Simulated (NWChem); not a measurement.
System: C2H4FNOSi; SMILES F[Si@H](O)CC#N

NWChem input:

```
start job
memory heap 200 mb stack 900 mb global 1100 mb
geometry units angstroms noautosym nocenter noautoz
  N     -0.271383    -2.965524    -0.305719
  C      0.219986    -1.976995     0.088566
  C      0.797948    -0.720099     0.531444
  Si    -0.023742     0.773060    -0.288381
  O     -1.511426     0.923452     0.430463
  F      0.925136     2.059818     0.067177
  H      0.686073    -0.608773     1.631562
  H      1.885459    -0.697092     0.305917
  H     -0.087826     0.670035    -1.777844
  H     -2.154555     1.519715     0.010150
end
basis spherical
  * library def2-svp
end
dft
  xc b3lyp
  iterations 150
end
cosmo
  do_cosmo_smd true
  solvent ethanol
end
task dft energy
```

NWChem printed, in part:

```
             Northwest Computational Chemistry Package (NWChem) 7.3.0
             --------------------------------------------------------

                             Geometry "geometry" -> ""
                             -------------------------

 Output coordinates in angstroms (scale by  1.889725989 to convert to a.u.)

  No.       Tag          Charge          X              Y              Z
 ---- ---------------- ---------- -------------- -------------- --------------
    1 N                    7.0000    -0.27138300    -2.96552400    -0.30571900
    2 C                    6.0000     0.21998600    -1.97699500     0.08856600
    3 C                    6.0000     0.79794800    -0.72009900     0.53144400
    4 Si                  14.0000    -0.02374200     0.77306000    -0.28838100
    5 O                    8.0000    -1.51142600     0.92345200     0.43046300
    6 F                    9.0000     0.92513600     2.05981800     0.06717700
    7 H                    1.0000     0.68607300    -0.60877300     1.63156200
    8 H                    1.0000     1.88545900    -0.69709200     0.30591700
    9 H                    1.0000    -0.08782600     0.67003500    -1.77784400
   10 H                    1.0000    -2.15455500     1.51971500     0.01015000

 Effective nuclear repulsion energy (a.u.)     278.2061278646

                                 NWChem DFT Module
                                 -----------------

 Summary of "ao basis" -> "ao basis" (spherical)
 ------------------------------------------------------------------------------
       Tag                 Description            Shells   Functions and Types
 ---------------- ------------------------------  ------  ---------------------
 N                          def2-svp                 6       14   3s2p1d
 C                          def2-svp                 6       14   3s2p1d
 Si                         def2-svp                 8       18   4s3p1d
 O                          def2-svp                 6       14   3s2p1d
 F                          def2-svp                 6       14   3s2p1d
 H                          def2-svp                 3        5   2s1p

 in cosmo_initialize ...
 calling solv_data for solv:ethanol

 solvent parameters
 solvname_short: ethanol
 solvname_long:  ethanol
 dielec:       24.8520
 dielecinf:     1.8526
 nonaqueous SMD model solvent descriptors
 dielec:       24.8520
 sola:          0.3700
 solb:          0.4800
 solc:          0.0000
 solg:         31.6200
 solh:          0.0000
 soln:          1.3611

          ---------------
          -cosmo- solvent
          ---------------
 Cosmo: York-Karplus, doi: 10.1021/jp992097l
 dielectric constant -eps-     =  24.85
 screen = (eps-1)/(eps    )    =   0.95976
 surface charge correction     = lagrangian

   van der Waals surface
 --------------------------

 ---------- ATOMIC COORDINATES (A.U.) ------------ VDWR(ANG.) --
     1   -0.51283951   -5.60402777   -0.57772514     1.890
     2    0.41571326   -3.73597883    0.16736547     1.850
     3    1.50790307   -1.36078979    1.00428354     1.850
     4   -0.04486587    1.46087157   -0.54496107     2.470
     5   -2.85618099    1.74507124    0.81345712     1.628
     6    1.74825354    3.89249161    0.12694612     1.730
     7    1.29648998   -1.15041416    3.08320511     1.200
     8    3.56300087   -1.31731287    0.57809931     1.200
     9   -0.16596707    1.26618255   -3.35963801     1.200
    10   -4.07151858    2.87184493    0.01918072     1.200
 number of segments per atom =        128
 number of   points per atom =        128
 atom (   nspa,  nppa )
 ----------------------
    1 (     91,     0 )       0
    2 (     42,     0 )       0
    3 (     24,     0 )       0
    4 (     69,     0 )       0
    5 (     49,     0 )       0
    6 (     68,     0 )       0
    7 (     51,     0 )       0
    8 (     49,     0 )       0
    9 (     33,     0 )       0
   10 (     57,     0 )       0
 number of -cosmo- surface points =      533
 molecular surface =    132.378 angstrom**2
 molecular volume  =    113.440 angstrom**3
 -lineq- algorithm             =   0
 -bem- low  level              =   3
 -bem- from -octahedral-
 gaussian surface charge width =   4.50000
 degree of switching           =   1.00000
 switching function tolerance  =   0.00010
 atomic radii =
 --------------
    1  7.000  1.890
    2  6.000  1.850
    3  6.000  1.850
    4 14.000  2.470
    5  8.000  1.628
    6  9.000  1.730
    7  1.000  1.200
    8  1.000  1.200
    9  1.000  1.200
   10  1.000  1.200
 ...... end of -cosmo- initialization ......

 nat:                    10
 ixmem:                  5529
 calling mnsol_interface()
 G(SMD-CDS) energy (kcal/mol)  =     2.191
 SMD-CDS SASA (angstrom**2)    =   155.729

            General Information
            -------------------
          SCF calculation type: DFT
          Wavefunction type:  closed shell.
          No. of atoms     :    10
          No. of electrons :    54
           Alpha electrons :    27
            Beta electrons :    27
          Charge           :     0
          Spin multiplicity:     1
          Use of symmetry is: off; symmetry adaption is: off
          Maximum number of iterations: 150
          AO basis - number of functions:   108
                     number of shells:    50
          Convergence on energy requested:  1.00D-06
          Convergence on density requested:  1.00D-05
          Convergence on gradient requested:  5.00D-04

              XC Information
              --------------
                         B3LYP Method XC Potential
                     Hartree-Fock (Exact) Exchange  0.200
                        Slater Exchange Functional  0.800 local
                    Becke 1988 Exchange Functional  0.720 non-local
              Lee-Yang-Parr Correlation Functional  0.810
                  VWN I RPA Correlation Functional  0.190 local

             Grid Information
             ----------------
          Grid used for XC integration:  medium
          Radial quadrature: Mura-Knowles
          Angular quadrature: Lebedev.
          Tag              B.-S. Rad. Rad. Pts. Rad. Cut. Ang. Pts.
          ---              ---------- --------- --------- ---------
          N                   0.65       49          12.0       434
          C                   0.70       49          11.0       434
          Si                  1.10       88           9.0       590
          O                   0.60       49          10.0       434
          F                   0.50       49          12.0       434
          H                   0.35       45          12.0       434
          Grid pruning is: on
          Number of quadrature shells:   513
          Spatial weights used:  Erf1

      Superposition of Atomic Density Guess
      -------------------------------------

 Sum of atomic energies:        -594.21312826

      Non-variational initial energy
      ------------------------------

 Total energy =    -596.444356
 1-e energy   =   -1372.301416
 2-e energy   =     497.650932
 HOMO         =      -0.360571
 LUMO         =       0.041639

   convergence    iter        energy       DeltaE   RMS-Dens  Diis-err
 ---------------- ----- ----------------- --------- --------- ---------
     COSMO gas phase
 d= 0,ls=0.0,diis     1   -597.5520269820 -8.76D+02  2.16D-02  1.30D+00
 d= 0,ls=0.0,diis     2   -597.1424751378  4.10D-01  1.36D-02  5.16D+00
 d= 0,ls=0.0,diis     3   -597.7013360574 -5.59D-01  2.84D-03  1.50D-01
 d= 0,ls=0.0,diis     4   -597.7109860549 -9.65D-03  1.40D-03  6.41D-02
 d= 0,ls=0.0,diis     5   -597.7172549245 -6.27D-03  2.04D-04  7.25D-04
  Resetting Diis
 d= 0,ls=0.0,diis     6   -597.7173278319 -7.29D-05  5.84D-05  5.23D-05
 d= 0,ls=0.0,diis     7   -597.7173318459 -4.01D-06  5.32D-05  1.12D-05
 d= 0,ls=0.0,diis     8   -597.7173299326  1.91D-06  3.20D-05  3.27D-05
 d= 0,ls=0.0,diis     9   -597.7173328218 -2.89D-06  3.08D-06  2.82D-07
 d= 0,ls=0.0,diis    10   -597.7173328493 -2.75D-08  9.61D-07  2.65D-08

   convergence    iter        energy       DeltaE   RMS-Dens  Diis-err
 ---------------- ----- ----------------- --------- --------- ---------
     COSMO solvation phase
 d= 0,ls=0.0,diis     1   -597.7303658178 -1.30D-02  1.97D-03  8.61D-03
 d= 0,ls=0.0,diis     2   -597.7307149614 -3.49D-04  7.50D-04  2.13D-02
 d= 0,ls=0.0,diis     3   -597.7329585650 -2.24D-03  2.31D-04  7.23D-04
 d= 0,ls=0.0,diis     4   -597.7330243995 -6.58D-05  8.83D-05  1.91D-04
 d= 0,ls=0.0,diis     5   -597.7330424706 -1.81D-05  2.82D-05  1.96D-05
 d= 0,ls=0.0,diis     6   -597.7330441579 -1.69D-06  6.90D-06  6.77D-07
 d= 0,ls=0.0,diis     7   -597.7330442296 -7.16D-08  2.26D-06  9.34D-08

         Total DFT energy =     -597.733044229584
      One electron energy =    -1375.638261820758
           Coulomb energy =      559.295261087319
    Exchange-Corr. energy =      -59.238719306491
 Nuclear repulsion energy =      278.206127864614

             COSMO energy =       -0.357452054268

 Numeric. integr. density =       54.000002388064

                                COSMO-SMD solvation results
                                ---------------------------

             internal energy in gas <Psi(g)|H|Psi(g)> =      -597.717332849349
         internal energy in solvent <Psi(s)|H|Psi(s)> =      -597.714127263024
                               delta internal energy  =         0.003205586326 (    2.01 kcal/mol)
   total free energy in solvent <Psi(s)|H+V/2|Psi(s)> =      -597.736535969577
 polarization energy contribution <Psi(s)|V/2|Psi(s)> =        -0.022408706554 (  -14.06 kcal/mol)
    total free energy in solvent including G(SMD-CDS) =      -597.733044229584
                       G(SMD-CDS) energy contribution =         0.003491739993 (    2.19 kcal/mol)
     1 M fixed-concentration free energy of solvation =        -0.015711380235 (   -9.86 kcal/mol)

                       DFT Final Molecular Orbital Analysis
                       ------------------------------------

 Vector   25  Occ=2.000000D+00  E=-3.428659D-01
              MO Center= -1.0D+00,  6.9D-01,  1.3D-01, r^2= 2.6D+00
   Bfn.  Coefficient  Atom+Function         Bfn.  Coefficient  Atom+Function
  ----- ------------  ---------------      ----- ------------  ---------------
    66      0.398020   5 O  pz               65      0.357279   5 O  py
    69      0.289669   5 O  pz               68      0.266154   5 O  py
    99      0.171187   9 H  s               100      0.162993   9 H  s
    78     -0.116018   6 F  px               64      0.106360   5 O  px
    22     -0.102822   2 C  py               45      0.089441   4 Si s

 Vector   26  Occ=2.000000D+00  E=-3.366862D-01
              MO Center=  8.0D-02, -2.2D+00, -2.2D-03, r^2= 2.1D+00
   Bfn.  Coefficient  Atom+Function         Bfn.  Coefficient  Atom+Function
  ----- ------------  ---------------      ----- ------------  ---------------
     6     -0.319774   1 N  pz                4      0.301864   1 N  px
    20      0.263208   2 C  pz               18     -0.245724   2 C  px
     9      0.196336   1 N  pz                7     -0.186400   1 N  px
    23      0.154721   2 C  pz               21     -0.153673   2 C  px
    89     -0.149243   7 H  s                94      0.148421   8 H  s

 Vector   27  Occ=2.000000D+00  E=-3.155130D-01
              MO Center=  1.2D-01, -1.2D+00, -1.2D-01, r^2= 3.9D+00
   Bfn.  Coefficient  Atom+Function         Bfn.  Coefficient  Atom+Function
  ----- ------------  ---------------      ----- ------------  ---------------
    31     -0.234438   3 C  s                 4      0.221196   1 N  px
     6      0.217646   1 N  pz               33     -0.189119   3 C  py
     5     -0.179599   1 N  py               99      0.179907   9 H  s
    34      0.170600   3 C  pz               32      0.157887   3 C  px
    22      0.150637   2 C  py               19      0.144267   2 C  py

 Vector   28  Occ=0.000000D+00  E= 1.505059D-02
              MO Center=  1.4D-01, -1.4D+00, -6.2D-02, r^2= 4.0D+00
   Bfn.  Coefficient  Atom+Function         Bfn.  Coefficient  Atom+Function
  ----- ------------  ---------------      ----- ------------  ---------------
    53      0.339688   4 Si px               45      0.330014   4 Si s
    23      0.315259   2 C  pz                9     -0.291739   1 N  pz
    21      0.290178   2 C  px                7     -0.263341   1 N  px
     8      0.260289   1 N  py               20      0.260759   2 C  pz
     6      0.245522   1 N  pz               18      0.243507   2 C  px

 Vector   29  Occ=0.000000D+00  E= 2.087751D-02
              MO Center=  2.1D-01, -1.9D+00,  9.2D-02, r^2= 3.2D+00
   Bfn.  Coefficient  Atom+Function         Bfn.  Coefficient  Atom+Function
  ----- ------------  ---------------      ----- ------------  ---------------
    95      0.523656   8 H  s                90     -0.461699   7 H  s
    23      0.375595   2 C  pz                7      0.360762   1 N  px
     9     -0.356598   1 N  pz               21     -0.334958   2 C  px
    20      0.314558   2 C  pz               18     -0.312322   2 C  px
     6      0.289851   1 N  pz                4     -0.288034   1 N  px

 Vector   30  Occ=0.000000D+00  E= 4.218775D-02
              MO Center= -1.1D+00,  1.1D+00, -1.7D-01, r^2= 4.3D+00
   Bfn.  Coefficient  Atom+Function         Bfn.  Coefficient  Atom+Function
  ----- ------------  ---------------      ----- ------------  ---------------
    63      0.817761   5 O  s               105     -0.641038  10 H  s
    53      0.545562   4 Si px               46     -0.519571   4 Si s
    31      0.363254   3 C  s                54     -0.323836   4 Si py
    17     -0.313674   2 C  s                55     -0.197537   4 Si pz
    62      0.193256   5 O  s                69     -0.188056   5 O  pz

     Multipole analysis of the density
     ---------------------------------

     L   x y z        total         alpha         beta         nuclear
     -   - - -        -----         -----         ----         -------
     0   0 0 0     -0.000000    -27.000000    -27.000000     54.000000

     1   1 0 0      0.185207     -0.322666     -0.322666      0.830538
     1   0 1 0      1.540063      0.116686      0.116686      1.306691
     1   0 0 1      0.052630     -1.637376     -1.637376      3.327382

     2   2 0 0    -26.938198    -83.618644    -83.618644    140.299090
     2   1 1 0     -6.868746     -3.861171     -3.861171      0.853595
     2   1 0 1      1.794714     -0.036074     -0.036074      1.866861
     2   0 2 0    -42.560247   -280.382492   -280.382492    518.204736
     2   0 1 1     -3.465840     -5.164084     -5.164084      6.862328
     2   0 0 2    -29.760268    -34.520297    -34.520297     39.280326
```

Level: B3LYP/def2-SVP, SMD on the gas-phase geometry. Structure relaxed at the PBE-D3(BJ)/def2-SVP level. Solvent: ethanol.
